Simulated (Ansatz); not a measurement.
```yaml
crystal:
  periodic: [false, false, false]
  atoms:
    - {symbol: Si, position_ang: [-1.461643, -0.786634, -0.604553]}
    - {symbol: C, position_ang: [0.181550, 0.053243, 0.011438]}
    - {symbol: C, position_ang: [0.729787, -0.075152, 1.316609]}
    - {symbol: S, position_ang: [2.221883, 0.831998, 1.587967]}
    - {symbol: Ga, position_ang: [1.491698, 1.318017, -0.483871]}
    - {symbol: H, position_ang: [-2.423148, 0.297505, -0.991704]}
    - {symbol: H, position_ang: [-1.134071, -1.539782, -1.818847]}
    - {symbol: H, position_ang: [-1.962236, -1.676441, 0.491187]}
    - {symbol: H, position_ang: [0.323550, -0.756529, 2.082308]}
    - {symbol: H, position_ang: [2.069428, 2.292578, -1.575739]}
basis:
  gaussian: {orbitals: aug-cc-pVTZ}
hamiltonian: {xc: {name: HF}}
correlation: {method: mp2, electrons: outside_noble_gas}
accuracy: high
```

```sh
$ ansatz run in.yaml --threads 4 --pin off --events-out ev --progress --plain --max-ram 10444MiB
```

It prints (some lines left out):

```
Functional definition: HF
5524 factors; integrals over basis functions are off by at most 4.3e-9 eV
mean field evaluation 1: about -73151.2628 eV, gradient 3.6e1 eV
mean field evaluation 2: about -73151.5105 eV, gradient 3.6e1 eV
mean field evaluation 4: about -73155.5727 eV, gradient 4.9e0 eV
mean field evaluation 8: about -73155.6923 eV, gradient 4.1e-1 eV
mean field evaluation 16: about -73155.6942 eV, gradient 1.0e-6 eV
mean field -73155.69417720 eV, -2688.4221743015 hartree, gradient 3.4e-8 eV, S^2 0.000000; 1 other end points of the search recorded, 0 dependent functions left out; unrestricted orbitals would lower it
26 core orbitals not correlated: weight in the atoms' cores, before any rotation towards them, 0.983 or more for the frozen orbitals, at most 0.021 for the correlated occupied ones
reference -73155.69417720 eV, -2688.4221743015 hartree; 13, 13 occupied and 327, 327 virtual orbitals, 5524 factors
second order -18.99064518 eV of doubles, -0.00000000 eV of singles
Total energy: -73174.68482238 eV, -2689.1200676395 hartree
```

It took 37 s on 4 threads of an Intel Xeon Platinum 8488C on a shared host, with 4.7 GiB of host memory at the peak.
